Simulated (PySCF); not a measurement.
## Two-component Hartree-Fock for Ge(2+) (germanium, charge +2)

Start: [Ar] 3d10 4s2. Calculated with PySCF 2.14 in x2c-QZVPPall-2c: generalised Hartree-Fock with the X2C-1e Hamiltonian and a Gaussian nucleus; one run each with spin-orbit coupling (SO) switched off, then screened by Boettger's factors.

```tsv
spinor shell	electrons	ε, spin-free (eV)	ε, screened SO (eV)	weight of nominal j (screened SO)	rms radius, screened SO (bohr)
1s1/2	2	-11200.0	-11199.8	1.000	0.0542
2s1/2	2	-1474.1	-1474.1	1.000	0.227
2p1/2	2	-1285.9	-1307.9	1.000	0.201
2p3/2	4	-1285.9	-1275.4	1.000	0.204
3s1/2	2	-221.53	-221.53	1.000	0.667
3p1/2	2	-161.66	-164.79	1.000	0.694
3p3/2	4	-161.66	-160.16	1.000	0.704
3d3/2	4	-63.510	-63.906	1.000	0.806
3d5/2	6	-63.510	-63.244	1.000	0.811
4s1/2	2	-32.451	-32.452	1.000	2.13
```

```csv
quantity,spin-free,screened SO
E (hartree),-2096.24105,-2096.32176
M_J,0,0
⟨J²⟩,0.000,0.000
⟨L²⟩,0.000,0.002
⟨S²⟩,0.000,0.002
```

Without spin-orbit coupling the j labels of p, d and f shells carry no meaning; the spin-free column gives the mean over the occupied spinors of each nl shell.
